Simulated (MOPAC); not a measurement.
Input file for MOPAC: PM6 on LiB-, 2S+1 = 2, a spin state set in the input, which need not be the lowest, a point of a bond scan (R = 2.333 Å). Charge -1.

```
PM6 1SCF PRECISE CHARGE=-1 UHF MS=0.5 THREADS=1
BLi

Li     0.00000000 1     0.00000000 1     0.00000000 1
B      0.00000000 1     0.00000000 1     2.33321300 1
```

The log:

```
*******************************************************************************
 **                                                                           **
 **                              MOPAC v23.2.5                                **
 **                                                                           **
 *******************************************************************************
 ** MOPAC's Digital Object Identifier: https://doi.org/10.5281/zenodo.6511958 **
 **                                                                           **
 ** Please cite the open-source release paper for use of this MOPAC version:  **
 ** J. E. Moussa and J. J. P. Stewart (2026)                                  **
 ** MOPAC: An open-source semiempirical molecular orbital program             **
 ** J. Open Source Softw., 11(119), 8025, https://doi.org/10.21105/joss.08025 **
 *******************************************************************************

                              PM6 CALCULATION RESULTS

 *******************************************************************************
 *  PM6        - The PM6 Hamiltonian to be used
 *  UHF        - UNRESTRICTED HARTREE-FOCK CALCULATION
 *
 *
 *
 *                 CHARGE ON SYSTEM = -1
 *
 *
 *
 *  MS=        - IN MECI, MAGNETIC COMPONENT OF SPIN =  0.5
 *  PRECISE    - TIGHTER CRITERIA TO BE USED
 *  1SCF       - DO 1 SCF AND THEN STOP
 *  THREADS=1  - MULTI-THREADING NOT USED
 *  T=         - A TIME OF 172800.0 SECONDS REQUESTED
 *  DUMP=N     - RESTART FILE WRITTEN EVERY 7200.0 SECONDS REQUESTED
 *******************************************************************************
PM6 1SCF PRECISE CHARGE=-1 UHF MS=0.5 THREADS=1
 BLi

   ATOM   CHEMICAL          X               Y               Z
  NUMBER   SYMBOL      (ANGSTROMS)     (ANGSTROMS)     (ANGSTROMS)

     1      Li          0.00000000  *   0.00000000  *   0.00000000  *
     2       B          0.00000000  *   0.00000000  *   2.33321300  *



          CARTESIAN COORDINATES

    NO.       ATOM           X           Y           Z

     1        Li          0.0000      0.0000      0.0000
     2         B          0.0000      0.0000      2.3332

 General Reference for PM6:
 "Optimization of Parameters for Semiempirical Methods V: Modification of NDDO Approximations
 and Application to 70 Elements", J. J. P. Stewart, J. Mol. Mod., 13, 1173-1213 (2007)
 URL: https://link.springer.com/article/10.1007/s00894-007-0233-4

           Empirical Formula: Li B  =     2 atoms



      MOLECULAR POINT GROUP   :   C*v


          UHF CALCULATION, NO. OF ALPHA ELECTRONS =    3
                           NO. OF BETA  ELECTRONS =    2

 -------------------------------------------------------------------------------
 PM6 1SCF PRECISE CHARGE=-1 UHF MS=0.5 THREADS=1
 BLi



     1SCF WAS SPECIFIED, SO BFGS WAS NOT USED
     SCF FIELD WAS ACHIEVED


                              PM6 CALCULATION
                                                       MOPAC v23.2.5 Linux




          FINAL HEAT OF FORMATION =        162.02810 KCAL/MOL =     677.92557 KJ/MOL


          COSMO AREA              =         84.75 SQUARE ANGSTROMS
          COSMO VOLUME            =         67.75 CUBIC ANGSTROMS

          IONIZATION POTENTIAL    =         -0.146161 EV
          ALPHA SOMO LUMO (EV)    =          0.146  5.957
          BETA  SOMO LUMO (EV)    =          0.096  7.360
          NO. OF ALPHA ELECTRONS  =          3
          NO. OF BETA  ELECTRONS  =          2
          MOLECULAR WEIGHT        =         17.7500         POINT GROUP:  C*v

          MOLECULAR DIMENSIONS (Angstroms)

            Atom       Atom       Distance
            B     2   Li     1     2.33321
            B     2   Li     1     0.00000
           Li     1    B     2     0.00000


          SCF CALCULATIONS        =          1





   ATOM   CHEMICAL          X               Y               Z
  NUMBER   SYMBOL      (ANGSTROMS)     (ANGSTROMS)     (ANGSTROMS)

     1      Li          0.00000000  *   0.00000000  *   0.00000000  *
     2       B          0.00000000  *   0.00000000  *   2.33321300  *

                             CARTESIAN COORDINATES

   1   Li        0.000000000     0.000000000     0.000000000
   2    B        0.000000000     0.000000000     2.333213000


           Empirical Formula: Li B  =     2 atoms



      MOLECULAR POINT GROUP   :   C*v


          ALPHA EIGENVALUES
  -5.42232   0.14616   0.14616   5.95682  10.23850  19.16129  19.16129  19.26754


           BETA EIGENVALUES
  -3.43185   0.09605   7.35993   8.53577   8.53577  17.87107  17.87107  18.03861


              NET ATOMIC CHARGES AND DIPOLE CONTRIBUTIONS

  ATOM NO.   TYPE          CHARGE      No. of ELECS.   s-Pop       p-Pop
    1         Li           0.198100        0.8019     0.80004     0.00186
    2          B          -1.198100        4.1981     1.96781     2.23029
 DIPOLE           X         Y         Z       TOTAL
 POINT-CHG.     0.000     0.000    -6.602     6.602
 HYBRID         0.000     0.000     0.006     0.006
 SUM            0.000     0.000    -6.596     6.596


          ATOMIC ORBITAL ELECTRON POPULATIONS

     Atom    s        px        py        pz
    1 Li   0.80004   0.00003   0.00003   0.00181
    2  B   1.96781   0.99997   0.99997   0.23034


                    (SZ)    =    0.500000
                    (S**2)  =    1.778188


          ATOMIC ORBITAL SPIN POPULATIONS

    Atom   Total    s     px     py     pz
         Atomic
    1 Li -0.7865 -0.785  0.000  0.000 -0.002
    2  B  1.7865 -0.002  1.000  1.000 -0.212

 **********************
 *                    *
 * JOB ENDED NORMALLY *
 *                    *
 **********************




 == MOPAC DONE ==
```

The run finished. Its determinant has ⟨S²⟩ = 1.78, a mixture of spin states.

Cost: about 0.020 core-seconds (a rough figure).
